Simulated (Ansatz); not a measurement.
Geometry optimisation, RHF/6-31G* (Ansatz).

Input:

```yaml
crystal:
  periodic: [false, false, false]
  atoms:
    - { symbol: Si, position_ang: [-0.25526, 0.164713, 0.079035] }
    - { symbol: O, position_ang: [-0.489792, -0.294745, 1.663635] }
    - { symbol: Si, position_ang: [-1.538441, -0.196722, 2.911398] }
    - { symbol: H, position_ang: [-2.816737, -0.851397, 2.576004] }
    - { symbol: H, position_ang: [-0.944479, -0.880796, 4.073898] }
    - { symbol: H, position_ang: [-1.80876, 1.207209, 3.269735] }
    - { symbol: H, position_ang: [1.117181, 0.637865, -0.122804] }
    - { symbol: H, position_ang: [-1.157578, 1.307551, -0.189183] }
    - { symbol: H, position_ang: [-0.625886, -0.90865, -0.849089] }
    - { symbol: "N", position_ang: [1.590423, -2.124877, 0.787153] }
    - { symbol: H, position_ang: [1.378523, -3.100639, 0.676052] }
    - { symbol: H, position_ang: [2.579897, -2.052726, 0.935228] }
    - { symbol: H, position_ang: [1.12641, -1.807585, 1.644138] }
basis:
  gaussian: { orbitals: "6-31G*" }
hamiltonian:
  xc: hf
relax:
  f_tol: 0.03
  max_steps: 50
output:
  orbitals: {}
```

Run as:

```bash
$ ansatz run input.yaml --threads 1 --pin off --max-ram 2048MiB --backend cpu --events-out ev --progress --plain --runs-dir out
```

Where does it end, and by what steps?

The run converged. After 9 steps the energy has fallen by 0.064 eV; H13 moved furthest, 0.34 Å.

```tsv
step	energy less start (eV)	largest force component (eV/Å)	accepted
0	0.0000	0.928	yes
1	-0.0509	0.431	yes
2	-0.0591	0.157	yes
3	-0.0610	0.125	yes
4	-0.0618	0.069	yes
5	-0.0629	0.081	yes
6	-0.0633	0.057	yes
7	-0.0640	0.039	yes
8	-0.0643	0.035	yes
9	-0.0644	0.019	yes
```

```xyz
13
Properties=species:S:1:pos:R:3
Si -0.359 0.276 0.057
O -0.661 -0.166 1.609
Si -1.619 -0.133 2.926
H -2.909 -0.797 2.654
H -0.941 -0.846 4.023
H -1.884 1.256 3.350
H 1.032 0.728 -0.080
H -1.247 1.410 -0.285
H -0.660 -0.826 -0.867
N 1.755 -2.290 0.817
H 1.529 -3.252 0.651
H 2.753 -2.225 0.895
H 1.366 -2.037 1.705
```

The run took 21 s on 1 thread of Arm Neoverse V2 (shared host), peak memory 0.16 GiB.
